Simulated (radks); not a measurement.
Spherical quantum dot in the effective-mass picture: electrons in a well V = -V0 / (1 + exp((r - R)/a)) with V0 = 19.8, R = 3.23, a = 0.33, with a point charge +2 (a donor) at the centre, all in effective atomic units (hartree* = m*/eps^2 hartree, bohr* = eps/m* bohr), one dielectric constant everywhere. Method: non-relativistic Kohn-Sham, LDA (Slater exchange, Perdew-Wang correlation), spin-polarised, spherical densities; computed with a radial shooting solver with Libxc functionals. Levels are named by radial order and angular momentum (1s, 1p, 1d, 2s, ...), and open shells are averaged over m. Results are scaled to m* = 0.378 and eps = 8.8, for which hartree* = 132.8 meV and bohr* = 1.232 nm.

N = 8, configuration 1s2 1p6. This is the lowest configuration that the search found. Occupied and some empty levels:

level  occupation  eigenvalue (meV)  <r> (nm)
1s              2           -2229.0     1.245
1p              6           -2090.9     2.091
2s              0           -2040.0     1.897
1d              0           -1985.6     2.341
1f              0           -1864.9     2.511

Energy (meV): total -19335.1, kinetic 1154.9, external -22484, Hartree 2482.9, exchange-correlation -488.49.
